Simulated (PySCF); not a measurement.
**Electron correlation in Cl (chlorine, neutral)**

[Ne] 3s1 3p6, 2S determinant (an excited configuration). Computed with PySCF 2.14 in x2c-TZVPPall with one added diffuse shell each of s, p, d type (6s6p4d1f, 51 functions), with the spin-free X2C one-electron Hamiltonian (Gaussian nucleus). Frozen: [Ne]; 7 electrons correlated.

MP2 pair energies summed by pair of shells (mhartree):

```json
{"pair": "3p-3p", "energy": "-225.15", "share (%)": "90.2"}
{"pair": "3s-3p", "energy": "-24.58", "share (%)": "9.8"}
```

Total MP2 correlation energy: -249.73 mhartree.

Same-spin part -47.39 and opposite-spin part -202.34 mhartree; SCS-MP2 scales them by 1/3 and 6/5 to -258.60 mhartree.
